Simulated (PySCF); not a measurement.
PySCF input (TPSSh/def2-TZVPD):

```python
from pyscf import gto, scf, dft

mol = gto.M(
    atom='''
    C    -2.32343271   -0.19693880   -0.03339136
    C    -0.89583381    0.11909597   -0.28452300
    C     0.16195647   -0.41651766    0.60160113
    C     1.57490198   -0.02812438    0.24774330
    O     1.89101294    0.66831141   -0.68043369
    H    -2.97795701    0.26913099   -0.76924440
    H    -2.64720421    0.13927977    0.96155225
    H    -2.51232371   -1.27932047   -0.05692459
    H    -0.59783338    0.74308292   -1.11418701
    H     0.01059579   -0.12046179    1.65461548
    H     0.14362221   -1.51956177    0.65013874
    H     2.34744525   -0.44373176    0.92893870
    ''',
    basis='def2-tzvpd',
    charge=0,
    spin=1,
    verbose=4,
)

mf = dft.UKS(mol, xc='tpssh').density_fit(auxbasis='def2-universal-jkfit')
mf.grids.level = 3
mf.conv_tol = 1e-9
mf.max_cycle = 100
mf.max_memory = 1500
mf.kernel()
if not mf.converged:
    mf = mf.newton()
    mf.kernel(mf.make_rdm1())
for _ in range(2):
    mo, _, stable, _ = mf.stability(return_status=True)
    if stable:
        break
    mf.kernel(mf.make_rdm1(mo, mf.mo_occ))
mf.analyze()
```

End of the output:

```
Extra cycle  E= -231.896698760803  delta_E= 1.1e-10  |g|= 2.17e-05  |ddm|= 3.29e-05
converged SCF energy = -231.896698760803  <S^2> = 0.75578012  2S+1 = 2.0057718
uhf_internal: lowest eigs of H = [0.23423791 0.24686157 0.29921991]
<class 'pyscf.df.df_jk.DFUKS'> wavefunction is stable in the internal stability analysis
**** SCF Summaries ****
Total Energy =                        -231.896698760802735
Nuclear Repulsion Energy =             162.771064373390288
One-electron Energy =                 -635.256376981993981
Two-electron Energy =                  240.588613847800957
Two-electron Coulomb Energy =          273.521962374913301
DFT Exchange-Correlation Energy =      -32.933348527112344
HOMO-LUMO gap [eV] =                     3.391569394674552
**** MO energy ****
                             alpha | beta                alpha | beta
MO #1   energy= -19.0548576019459  | -19.0549543854635  occ= 1 | 1
MO #2   energy= -10.2017819971112  | -10.2015669279528  occ= 1 | 1
MO #3   energy= -10.1329650838727  | -10.1341296180277  occ= 1 | 1
MO #4   energy= -10.1243668583789  | -10.1148188997682  occ= 1 | 1
MO #5   energy= -10.1136857052355  | -10.1090698085689  occ= 1 | 1
MO #6   energy= -1.03042071894096  | -1.03048115611567  occ= 1 | 1
MO #7   energy= -0.789103202685332 | -0.775868909215493 occ= 1 | 1
MO #8   energy= -0.711310533922717 | -0.707492825211801 occ= 1 | 1
MO #9   energy= -0.602481829287839 | -0.590742821434528 occ= 1 | 1
MO #10  energy= -0.53887590099087  | -0.527951289504841 occ= 1 | 1
MO #11  energy= -0.472535909365959 | -0.470046392259619 occ= 1 | 1
MO #12  energy= -0.450667080013525 | -0.438956691062955 occ= 1 | 1
MO #13  energy= -0.438843082209891 | -0.436399568419361 occ= 1 | 1
MO #14  energy= -0.401186367728243 | -0.39834342358977  occ= 1 | 1
MO #15  energy= -0.399100125408355 | -0.389373524861301 occ= 1 | 1
MO #16  energy= -0.369564089152195 | -0.365035855180623 occ= 1 | 1
MO #17  energy= -0.35626185499124  | -0.353642638753743 occ= 1 | 1
MO #18  energy= -0.345210651922275 | -0.341143592953095 occ= 1 | 1
MO #19  energy= -0.244025128587325 | -0.244004233921459 occ= 1 | 1
MO #20  energy= -0.188046011358555 | -0.0634081339574628 occ= 1 | 0
MO #21  energy= -0.0458429712828341 | -0.0420496484326023 occ= 0 | 0
MO #22  energy= 0.00074140047040079 | 0.00320908290067386 occ= 0 | 0
MO #23  energy= 0.0170319458089946 | 0.018762321383096  occ= 0 | 0
MO #24  energy= 0.0312946845289816 | 0.0344410390786127 occ= 0 | 0
MO #25  energy= 0.0505578366575269 | 0.0532446372922051 occ= 0 | 0
MO #26  energy= 0.0513077026388679 | 0.053635615422797  occ= 0 | 0
MO #27  energy= 0.0723567858201079 | 0.0746226571518493 occ= 0 | 0
MO #28  energy= 0.0796532036904398 | 0.0826417414942106 occ= 0 | 0
MO #29  energy= 0.0881690089541876 | 0.0922286386830382 occ= 0 | 0
MO #30  energy= 0.09714244692255   | 0.10029123647359   occ= 0 | 0
MO #31  energy= 0.0996983677190957 | 0.106540608793455  occ= 0 | 0
MO #32  energy= 0.107014603522022  | 0.108140182782249  occ= 0 | 0
MO #33  energy= 0.122696048623786  | 0.125844182249172  occ= 0 | 0
MO #34  energy= 0.125377517559626  | 0.13015005431625   occ= 0 | 0
MO #35  energy= 0.164450090912873  | 0.167368864884516  occ= 0 | 0
MO #36  energy= 0.167014904954748  | 0.172218738278563  occ= 0 | 0
MO #37  energy= 0.170410122187413  | 0.17688522788492   occ= 0 | 0
MO #38  energy= 0.175398180650971  | 0.178310425979678  occ= 0 | 0
MO #39  energy= 0.181683371794735  | 0.186920842075531  occ= 0 | 0
MO #40  energy= 0.194404903003012  | 0.198244707112675  occ= 0 | 0
MO #41  energy= 0.207684644717116  | 0.210972597269629  occ= 0 | 0
MO #42  energy= 0.20986747657151   | 0.214473162838155  occ= 0 | 0
MO #43  energy= 0.216610401230981  | 0.219858470859605  occ= 0 | 0
MO #44  energy= 0.219426190542667  | 0.22238523435199   occ= 0 | 0
MO #45  energy= 0.224211481181656  | 0.22963468891928   occ= 0 | 0
MO #46  energy= 0.225202352609437  | 0.229844763874394  occ= 0 | 0
MO #47  energy= 0.235407501928032  | 0.240780209242267  occ= 0 | 0
MO #48  energy= 0.252813590860749  | 0.256921589514367  occ= 0 | 0
MO #49  energy= 0.260884498168416  | 0.266956393671083  occ= 0 | 0
MO #50  energy= 0.268146514727796  | 0.273853919993178  occ= 0 | 0
MO #51  energy= 0.276061095348782  | 0.280734164807121  occ= 0 | 0
MO #52  energy= 0.279512486576375  | 0.280798617902234  occ= 0 | 0
MO #53  energy= 0.291743862828868  | 0.296366747879609  occ= 0 | 0
MO #54  energy= 0.291812036126111  | 0.301112415825654  occ= 0 | 0
MO #55  energy= 0.301160272603983  | 0.311256466422574  occ= 0 | 0
MO #56  energy= 0.308987319854608  | 0.312901648045756  occ= 0 | 0
MO #57  energy= 0.324924209939038  | 0.327900643350398  occ= 0 | 0
MO #58  energy= 0.331738486075132  | 0.334870523609521  occ= 0 | 0
MO #59  energy= 0.335206058076553  | 0.338022438841718  occ= 0 | 0
MO #60  energy= 0.342703513854562  | 0.346409723368931  occ= 0 | 0
MO #61  energy= 0.345525805617814  | 0.348031545030205  occ= 0 | 0
MO #62  energy= 0.353223011750559  | 0.356477813897519  occ= 0 | 0
MO #63  energy= 0.354925224056357  | 0.357511152621969  occ= 0 | 0
MO #64  energy= 0.362401193938784  | 0.367771109859289  occ= 0 | 0
MO #65  energy= 0.386569690042479  | 0.390946231322116  occ= 0 | 0
MO #66  energy= 0.388222066596762  | 0.394567384977509  occ= 0 | 0
MO #67  energy= 0.391886297849451  | 0.39544017353299   occ= 0 | 0
MO #68  energy= 0.401505631426069  | 0.405325136316033  occ= 0 | 0
MO #69  energy= 0.402655446882289  | 0.407933689822054  occ= 0 | 0
MO #70  energy= 0.408119342949992  | 0.412299169608481  occ= 0 | 0
MO #71  energy= 0.423501925918101  | 0.425272825551007  occ= 0 | 0
MO #72  energy= 0.433408205844543  | 0.436415709847038  occ= 0 | 0
MO #73  energy= 0.447846744997584  | 0.449935750851701  occ= 0 | 0
MO #74  energy= 0.455816244424982  | 0.457893817934952  occ= 0 | 0
MO #75  energy= 0.462301109732189  | 0.471754132715781  occ= 0 | 0
MO #76  energy= 0.47448918280201   | 0.476877184415711  occ= 0 | 0
MO #77  energy= 0.50238329807363   | 0.505281605393563  occ= 0 | 0
MO #78  energy= 0.502686829756796  | 0.508509314103315  occ= 0 | 0
MO #79  energy= 0.505956415255511  | 0.509792415762836  occ= 0 | 0
MO #80  energy= 0.514535113371767  | 0.518599692170053  occ= 0 | 0
MO #81  energy= 0.518144129954113  | 0.525596790721181  occ= 0 | 0
MO #82  energy= 0.528485759000482  | 0.538120488144814  occ= 0 | 0
MO #83  energy= 0.540919328228464  | 0.545277994762328  occ= 0 | 0
MO #84  energy= 0.548936062952047  | 0.556093961192275  occ= 0 | 0
MO #85  energy= 0.556129604628176  | 0.557601494744738  occ= 0 | 0
MO #86  energy= 0.566627147772957  | 0.576387311335239  occ= 0 | 0
MO #87  energy= 0.570817039244421  | 0.577239480474451  occ= 0 | 0
MO #88  energy= 0.591019121301439  | 0.594673158164117  occ= 0 | 0
MO #89  energy= 0.61133613855404   | 0.614385653966215  occ= 0 | 0
MO #90  energy= 0.619426407376648  | 0.623748050102532  occ= 0 | 0
MO #91  energy= 0.634532168241236  | 0.639123837735389  occ= 0 | 0
MO #92  energy= 0.641740198231165  | 0.645870071146455  occ= 0 | 0
MO #93  energy= 0.654181795429577  | 0.657325263395511  occ= 0 | 0
MO #94  energy= 0.668400604349536  | 0.675759566480322  occ= 0 | 0
MO #95  energy= 0.67215003584499   | 0.680738951140059  occ= 0 | 0
MO #96  energy= 0.675046469497855  | 0.680747959931375  occ= 0 | 0
MO #97  energy= 0.688949657974535  | 0.693826718240792  occ= 0 | 0
MO #98  energy= 0.690688263587646  | 0.696413644766163  occ= 0 | 0
MO #99  energy= 0.697441334667253  | 0.700813175858287  occ= 0 | 0
MO #100 energy= 0.721374267585933  | 0.723952512693293  occ= 0 | 0
MO #101 energy= 0.721779546810992  | 0.729881046172516  occ= 0 | 0
MO #102 energy= 0.738091742203201  | 0.743359168827971  occ= 0 | 0
MO #103 energy= 0.740030713916042  | 0.74457747160436   occ= 0 | 0
MO #104 energy= 0.747894590462939  | 0.75852100956404   occ= 0 | 0
[...]
```

It need not be the lowest isomer of its formula.
